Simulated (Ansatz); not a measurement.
Two members of one family (Same ligands, another metal), computed with Ansatz in the gas phase. The two geometries come from different levels. HOMO and LUMO are taken over both spins. Singlets are spin-restricted. The structures are stationary points that may keep the symmetry of their start. Remarks come from the PBE and PBE0 runs and from stability tests at other levels; not every state was tested.

First: VF3 (triplet, charge 0, r2SCAN-D4/def2-TZVP geometry).

```xyz
4

V     0.0350   -0.0438    0.0379
F     0.2493    0.2115   -1.6797
F    -1.2335    0.9967    0.6428
F     0.9492   -1.1644    0.9989
```

```csv
level,HOMO (eV),LUMO (eV),gap (eV)
PBE-D4/def2-SVP,-5.08,-4.61,0.47
PBE-D4/def2-TZVPD,-5.49,-5.00,0.49
r2SCAN-D4/def2-TZVP,-6.14,-4.76,1.39
PBE0-D4/def2-SVP,-7.97,-3.46,4.51
HSE06-D4/def2-TZVP,-7.74,-4.00,3.75
```

Metal–donor distances: 3 × F 1.74 to 1.75 Å. Remarks: restricted SCF unstable at other levels (singlet), restricted SCF unstable (singlet).

Second: TiF3 (doublet, charge 0, PBE-D4/def2-TZVP geometry).

| atom | x (Å) | y (Å) | z (Å) |
| --- | --- | --- | --- |
| Ti1 | -0.001 | 0.000 | 0.000 |
| F2 | 0.697 | 1.610 | 0.288 |
| F3 | -0.081 | -0.651 | -1.653 |
| F4 | -0.615 | -0.960 | 1.364 |

Question: Estimate how these quantities change from the first to the second (second minus first).

Answer: 
| level | Δ HOMO (eV) | Δ LUMO (eV) | Δ gap (eV) |
| --- | --- | --- | --- |
| PBE-D4/def2-SVP | 0.10 | 0.94 | 0.84 |
| PBE-D4/def2-TZVPD | 0.14 | 0.97 | 0.83 |
| r2SCAN-D4/def2-TZVP | 0.25 | 0.93 | 0.68 |
| PBE0-D4/def2-SVP | 0.79 | 0.97 | 0.17 |
| HSE06-D4/def2-TZVP | 0.80 | 0.96 | 0.16 |

Metal–donor distances: 3 × F 1.78 Å.
